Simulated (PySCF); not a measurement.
F3Ga, SMILES [F][Ga-]([F])[F], charge -1, multiplicity 2. The structure is a stationary point at PBE0-D3(BJ)/def2-SVPD.

Computed equilibrium geometry at PBE0-D3(BJ)/def2-SVPD (PySCF confirms it by a frequency run) as Cartesian coordinates in Å, and its point group:
point group C3v.
```xyz
4

Ga     0.0000     0.0000    -0.3195
F      1.4719     0.8498     0.3668
F     -1.4719     0.8498     0.3668
F      0.0000    -1.6996     0.3668
```
Charge -1, spin multiplicity 2.
